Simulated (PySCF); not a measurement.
From one molecule to another.

First species: C3H5ClSi.
Bonds: C1–C2, C2–C3 (triple), C3–Si4, Si4–Cl5. Hydrogens: H6, H7, H8 on C1; H9, H10 on Si4.

Second species: isothiocyanate diacetylene, C5HNS.
SMILES: `C#CC#CN=C=S`

Levels: CAM-B3LYP/def2-SVPD for dipole moment, HOMO energy, LUMO energy, HOMO–LUMO gap, static isotropic polarisability and electronic spatial extent ⟨r²⟩ about the centre of nuclear charge; TDDFT CAM-B3LYP/def2-SVPD for lowest singlet excitation; TDA CAM-B3LYP/def2-SVPD for lowest triplet excitation (Tamm–Dancoff); ΔSCF CAM-B3LYP/def2-SVPD for vertical ionisation energy; PBE0-D3(BJ)/def2-SVP for smallest rotational constant. Geometries: PBE0-D3(BJ)/def2-SVP. Each structure is a single optimised conformer of the isolated species, non-relativistic unless stated. Electronic properties by PySCF.

Question: Which of the two has the higher LUMO energy, and by how much?

Answer: The first: 0.41 eV against -1.08 eV, a difference of 1.49 eV.

Question: Which of the two has the higher HOMO–LUMO gap, and by how much?

Answer: The first: 9.73 eV against 7.12 eV, a difference of 2.61 eV.

Question: Which of the two has the higher T1 energy, and by how much?

Answer: The first: 4.79 eV against 2.97 eV, a difference of 1.82 eV.

Question: Which of the two has the higher HOMO energy, and by how much?

Answer: The second: -8.20 eV against -9.32 eV, a difference of 1.12 eV.

Question: Which has the higher vertical ionisation energy?

Answer: The first: 10.17 eV against 8.91 eV, a difference of 1.26 eV.

Question: Which of the two has the higher ⟨r²⟩, and by how much?

Answer: The second: 1683 bohr² against 1051 bohr², a difference of 632 bohr².

Question: Which of the two has the higher S1 energy, and by how much?

Answer: The first: 5.65 eV against 3.52 eV, a difference of 2.13 eV.

Question: Which of the two has the higher dipole moment, and by how much?

Answer: The first: 2.84 D against 1.17 D, a difference of 1.67 D.

On the first: The dipole matches unit charges of opposite sign 0.59 Å apart (1 e·Å = 4.8032 D). The vertical singlet–triplet gap S1 − T1 is 0.86 eV (TDDFT singlet less Tamm–Dancoff triplet; S1: HOMO→LUMO, weight 0.81; T1: HOMO−1→LUMO, weight 0.52, beside HOMO→LUMO+2, weight 0.26).

On the second: The ΔSCF ionisation energy exceeds −ε(HOMO) by 0.71 eV with CAM-B3LYP. The polarisability is 17.83 Å³ as a volume (1 au = 0.148185 Å³), or 2.23 au for each of the 54 electrons.
